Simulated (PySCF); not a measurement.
## Löwdin shares of the frontier orbitals

W(CH)Me3, C4H10W (singlet state).
Geometry (PBE0-D3(BJ)/def2-SVP, Å), atoms numbered from 1 in this order:
```
atom  x, y, z in Å
W1     0.0028   -0.0027    0.1179
C2     0.0047   -0.0050    1.8631
H3     0.0069   -0.0049    2.9565
C4     2.0589   -0.0312   -0.3450
H5     2.1964   -0.0974   -1.4427
H6     2.5979   -0.8647    0.1352
H7     2.5306    0.9026    0.0119
C8    -1.0116    1.7856   -0.3408
H9    -0.9974    1.9488   -1.4371
H10   -0.5965    2.6759    0.1591
H11   -2.0640    1.6942   -0.0148
C12   -1.0520   -1.7682   -0.3403
H13   -2.0503   -1.8022    0.1270
H14   -0.4927   -2.6450    0.0326
H15   -1.1664   -1.8619   -1.4386
```

Level of theory: PySCF, TDDFT wB97X-D/def2-SVPD, vertical, gas phase, core orbitals frozen in the response, def2 core potentials past Kr. Spin–orbit coupling is left out.

Frontier orbitals with the atoms that hold most of them (Löwdin shares over 4%, at most four atoms):

```json
{"orbital": "HOMO-3", "ε (eV)": "-10.15", "atoms": "W1 33%, C12 31%, C8 13%, C4 5%"}
{"orbital": "HOMO-2", "ε (eV)": "-10.14", "atoms": "W1 33%, C4 28%, C8 20%, H5 4%"}
{"orbital": "HOMO-1", "ε (eV)": "-8.48", "atoms": "C2 41%, W1 40%, C4 6%, H3 4%"}
{"orbital": "HOMO", "ε (eV)": "-8.48", "atoms": "C2 41%, W1 40%, C12 5%, H3 4%"}
{"orbital": "LUMO", "ε (eV)": "0.48", "atoms": "W1 56%, C4 10%, C2 8%, C12 6%"}
{"orbital": "LUMO+1", "ε (eV)": "0.48", "atoms": "W1 56%, C8 9%, C2 8%, C12 7%"}
{"orbital": "LUMO+2", "ε (eV)": "1.41", "atoms": "W1 46%, C8 6%, C4 6%, C12 6%"}
```

Within 0.005 eV of a neighbour in this list lie HOMO-1/HOMO and LUMO/LUMO+1.

Problem. The HOMO–LUMO gap is 8.95 eV. Where does the response calculation put the lowest singlet, and from which orbitals?

Solution. S1 is at 3.44 eV (f = 0.0000), 5.51 eV below the gap, made of HOMO-1/HOMO→LUMO/LUMO+1 (≥90%). Without the coupling terms of the response equations the lowest excitation would equal the gap.

For S1 the Löwdin share of tungsten is 40% in HOMO and 56% in LUMO+1.

Next come S2 at 3.76 eV (f 0.0001), HOMO-1/HOMO→LUMO/LUMO+1 (≥92%); S3 at 3.77 eV (f 0.0002), HOMO-1/HOMO→LUMO/LUMO+1 (≥91%); S4 at 4.13 eV (f 0.025), HOMO-1/HOMO→LUMO/LUMO+1 (≥82%); S5 at 5.16 eV (f 0.0000), HOMO-3/HOMO-2→LUMO/LUMO+1 (≥84%).

Orbitals of the list HOMO-3 to LUMO+2 that lie within 0.01 eV of each other are written together with a slash and their weights summed (≥ marks a lower bound); for degenerate orbitals outside that list single weights are arbitrary.

Löwdin shares depend on the basis, the more so with diffuse functions.
